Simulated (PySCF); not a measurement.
## Relaxation of doublet ReO(OH)2

All numbers come from UPBE/[Re def2-SVP with ECP60, O def2-SVP, H def2-SVP], scalar-relativistic core potentials, density fitting, no spin–orbit coupling, PySCF. A (50,194) grid was used.

A hand-made T-shaped (ligand arrangement 2) (heavy-atom frame) start, with no symmetry imposed:

Coordinates in bohr (charge 0 multiplicity 2):
```
Re    0.0494   -0.0059   -0.2852
O     3.3732   -0.0059   -0.1692
O     0.0494   -0.0059    3.3809
O    -3.6144   -0.0059   -0.1573
H    -1.3403   -0.0059    4.5470
H    -4.7798    1.3838   -0.1166
```

Optimiser trace:
```csv
step,E − E(last) (kJ/mol),largest gradient (Eh/bohr)
0,175.31,0.07013
1,127.87,0.04020
2,86.89,0.03883
3,62.57,0.04742
4,42.56,0.01885
5,32.27,0.02986
6,26.17,0.02362
7,25.72,0.05667
8,15.98,0.02718
9,12.48,0.01052
10,9.63,0.01003
11,6.45,0.00871
12,3.80,0.00557
13,3.38,0.00626
14,2.85,0.00455
15,2.64,0.00355
16,2.06,0.00439
17,1.33,0.00472
18,0.48,0.00460
19,0.00,0.00467
```

It was stopped by the time limit after 19 steps; the last geometry has O–H 0.98 Å (×2), Re–O 1.69 Å, Re–O 1.88 Å, Re–O 1.88 Å. No frequency check is given, so it may be a saddle point.

Other spin states or occupations of the open shell can lie lower. With an element this heavy the missing spin–orbit coupling can shift these numbers.
